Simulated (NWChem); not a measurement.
# C2H4BrCl; SMILES Br[C@@H](C)Cl

```xyz
8

C     -1.7891    -0.8139    -0.1777
C     -0.4362    -0.5699     0.4380
Cl     0.7284    -1.8170    -0.0606
Br     0.2225     1.2096    -0.0155
H     -1.7257    -0.7825    -1.2743
H     -2.1561    -1.8056     0.1273
H     -2.5020    -0.0483     0.1604
H     -0.4621    -0.5859     1.5336
```
Atoms are numbered in this order, from 1.

All runs: NWChem. Coordinates come from a PBE0/def2-SVP optimisation. Level: M06-2X/def2-SVP with COSMO at NWChem's default radii, gas-phase geometry; rows give the dielectric constant.

| dielectric constant | electrostatic solvation energy (kcal/mol) | dipole in solution (D) |
|---|---|---|
| 3.9 | -2.4 | 2.48 |
| 4.8 | -2.5 | 2.51 |
| 11.7 | -3.0 | 2.61 |
| 20.7 | -3.1 | 2.64 |
| 46.7 | -3.2 | 2.66 |
